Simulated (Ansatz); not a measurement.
Born–Oppenheimer molecular dynamics of FH3O3Zr (8 atoms, charge 0, multiplicity 1). It starts from a relaxed structure.

The calculation used Ansatz 0.2.0, RKS B3LYP/def2-SVP.

```
ensemble        : NVT, Nosé–Hoover chain
time step       : 1 fs
steps asked     : 166
set temperature : 300 K
thermostat      : time constant 20 fs, chain length 1
seed            : 779236
```

First frame:

```xyz
8
Properties=species:S:1:pos:R:3
Zr -0.222 -0.260 -0.036
O -0.372 -0.245 1.887
H -0.412 -0.160 2.841
O 1.633 -0.285 -0.568
H 2.565 -0.233 -0.784
O -1.125 1.269 -0.793
H -1.528 2.073 -1.121
F -1.070 -1.861 -0.703
```

Question: How far do the bonds stretch over the last three quarters of this one trajectory? (Pairs bonded in most of those frames.)

Answer: 
| bond | mean (Å) | spread (Å) | shortest | longest |
| --- | --- | --- | --- | --- |
| Zr1–O2 | 1.937 | 0.019 | 1.91 | 1.97 |
| Zr1–O4 | 1.958 | 0.053 | 1.86 | 2.05 |
| Zr1–O6 | 1.953 | 0.065 | 1.83 | 2.07 |
| Zr1–F8 | 1.934 | 0.028 | 1.88 | 1.98 |
| O2–H3 | 0.962 | 0.027 | 0.91 | 1.02 |
| O4–H5 | 0.962 | 0.009 | 0.95 | 0.98 |
| O6–H7 | 0.963 | 0.010 | 0.95 | 0.99 |

Pairs bonded in part of these frames only: Zr1–H7 11 %.

Mean temperature of the second half: 259 K. The conserved energy stayed within 1.8 meV per atom of its start (net change 0.22 meV per atom), so the integration is sound. The mean temperature of the second half is 14 % below the set value. A run of 0.17 ps of so small a system gives no equilibrium averages.

Run time: 5.3 min on 2 threads of Intel(R) Xeon(R) 6975P-C (Granite Rapids), on a shared host, peak memory 0.23 GiB.
